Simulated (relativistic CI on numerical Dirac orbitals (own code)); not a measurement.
## Radial parameters of Ce¹²⁺

Computed by Dirac-Coulomb-Breit CI, orbitals from a KLI potential per configuration, model QED (radiative potential, 1s self-energy scaled to tabulated hydrogen-like ionisation energies), unscaled Slater integrals (own radial code, finite nucleus).

Slater integrals F^k, G^k are unscaled and averaged over j, outside the closed core [Ar] 3d10; ζ comes from projecting the Hamiltonian with its Breit term on Σ l·s of the shell.

- 4s²4p⁶4d⁹4f: ζ(4d) = 10917, F^2(4d,4f) = 129790, F^4(4d,4f) = 84338, G^1(4d,4f) = 152930, G^3(4d,4f) = 97814, G^5(4d,4f) = 69698, ζ(4f) = 840.02 cm⁻¹; <r>(4d) = 0.7158, <r^2>(4d) = 0.5886, <r>(4f) = 0.8091, <r^2>(4f) = 0.7695 (bohr units).
- 4s²4p⁶4d⁹5s: ζ(4d) = 11125, G^2(4d,5s) = 22287 cm⁻¹; <r>(4d) = 0.7103, <r^2>(4d) = 0.5796, <r>(5s) = 1.283, <r^2>(5s) = 1.83 (bohr units).
- 4s²4p⁶4d⁹5p: ζ(4d) = 11163, F^2(4d,5p) = 58631, G^1(4d,5p) = 17320, G^3(4d,5p) = 17467, ζ(5p) = 26497 cm⁻¹; <r>(4d) = 0.7097, <r^2>(4d) = 0.5786, <r>(5p) = 1.379, <r^2>(5p) = 2.121 (bohr units).

Averages of the first 9 configurations, taken without configuration mixing, which lowers the lowest level and can move excited configurations by several eV; other configurations of the list can lie among them:

| Configuration | Parity | States | Average energy above the lowest level (eV) |
| --- | --- | --- | --- |
| 4s²4p⁶4d¹⁰ | even | 1 | 0.0 |
| 4s²4p⁶4d⁹4f | odd | 140 | 113.5 |
| 4s²4p⁶4d⁹5s | even | 20 | 101.5 |
| 4s²4p⁶4d⁹5p | odd | 60 | 125.6 |
| 4s²4p⁵4d¹⁰4f | even | 84 | 227.8 |
| 4s²4p⁶4d⁹5d | even | 100 | 160.8 |
| 4s4p⁶4d¹⁰4f | odd | 28 | 303.8 |
| 4s²4p⁶4d⁹6s | even | 20 | 190.4 |
| 4s²4p⁶4d⁹5f | odd | 140 | 198.3 |
